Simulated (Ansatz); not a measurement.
Cd7S6Cl2⁺, a halide-capped nanocrystal cut from wurtzite CdS (2 Cl on the cations). Total charge 1; doublet. Geometry r2SCAN-D4/def2-SVP, that of the neutral singlet; atoms count from 1.

```xyz
15

S    -2.5505   -2.3746   -3.6142
Cd   -0.4443   -2.8426   -2.6017
S     0.0225   -0.8227   -0.9530
Cd    2.0095   -2.1172   -0.1123
S     3.4841   -1.8247    1.7149
Cd   -2.7202   -0.6998   -1.9507
S    -3.4208    0.7159   -0.0771
Cd   -1.1904   -0.0322    1.0609
S    -0.0386    0.9930    2.9431
Cd    2.2535    0.1280    2.3250
Cd   -2.1340    2.7432   -0.2551
S    -0.5943    4.4602    0.0218
Cd    0.6211    3.0298    1.5435
Cl    1.6467   -3.9389   -1.9495
Cl    3.0556    2.5827    1.9045
```

In the def2 sets Cd takes a core potential; there is no spin–orbit coupling. Single mean-field runs in def2-TZVP are fitted with def2-universal-jkfit.

Question: Estimate the Mulliken populations from the PBE0/def2-TZVP orbitals of Ansatz.

Answer: 
```json
{"atom": "S1", "charge (e)": "-0.45", "spin (α − β)": "0.21", "d electrons": "–"}
{"atom": "Cd2", "charge (e)": "0.72", "spin (α − β)": "-0.01", "d electrons": "10.02"}
{"atom": "S3", "charge (e)": "-0.78", "spin (α − β)": "0.02", "d electrons": "–"}
{"atom": "Cd4", "charge (e)": "0.75", "spin (α − β)": "-0.02", "d electrons": "10.01"}
{"atom": "S5", "charge (e)": "-0.30", "spin (α − β)": "0.70", "d electrons": "–"}
{"atom": "Cd6", "charge (e)": "0.68", "spin (α − β)": "-0.01", "d electrons": "10.00"}
{"atom": "S7", "charge (e)": "-0.55", "spin (α − β)": "0.00", "d electrons": "–"}
{"atom": "Cd8", "charge (e)": "0.73", "spin (α − β)": "0.00", "d electrons": "10.02"}
{"atom": "S9", "charge (e)": "-0.58", "spin (α − β)": "0.03", "d electrons": "–"}
{"atom": "Cd10", "charge (e)": "0.74", "spin (α − β)": "-0.02", "d electrons": "10.01"}
{"atom": "Cd11", "charge (e)": "0.62", "spin (α − β)": "0.00", "d electrons": "9.98"}
{"atom": "S12", "charge (e)": "-0.48", "spin (α − β)": "0.09", "d electrons": "–"}
{"atom": "Cd13", "charge (e)": "0.68", "spin (α − β)": "-0.01", "d electrons": "10.02"}
{"atom": "Cl14", "charge (e)": "-0.38", "spin (α − β)": "0.00", "d electrons": "–"}
{"atom": "Cl15", "charge (e)": "-0.40", "spin (α − β)": "0.01", "d electrons": "–"}
```
Mulliken values depend strongly on the basis.

Question: Where does the spin sit?

Answer: Summed by element: S 1.05, Cd -0.07, Cl 0.02, of 1 unpaired in all. Largest on single atoms: S5 0.70, S1 0.21, S12 0.09.

Question: And the Mayer bond orders between heavy atoms (over 0.3)?

Answer: S1–Cd2 0.92 (2.38 Å); S1–Cd6 0.94 (2.37 Å); Cd2–S3 0.38 (2.65 Å); Cd2–Cl14 0.56 (2.45 Å); S3–Cd4 0.64 (2.52 Å); S3–Cd8 0.57 (2.48 Å); Cd4–S5 0.79 (2.37 Å); Cd4–Cl14 0.44 (2.61 Å); S5–Cd10 0.77 (2.39 Å); Cd6–S7 0.71 (2.45 Å); S7–Cd8 0.54 (2.61 Å); S7–Cd11 0.77 (2.41 Å); Cd8–S9 0.75 (2.43 Å); S9–Cd10 0.68 (2.53 Å); S9–Cd13 0.56 (2.56 Å); Cd10–Cl15 0.45 (2.62 Å); Cd11–S12 1.06 (2.32 Å); S12–Cd13 0.88 (2.42 Å); Cd13–Cl15 0.50 (2.50 Å).
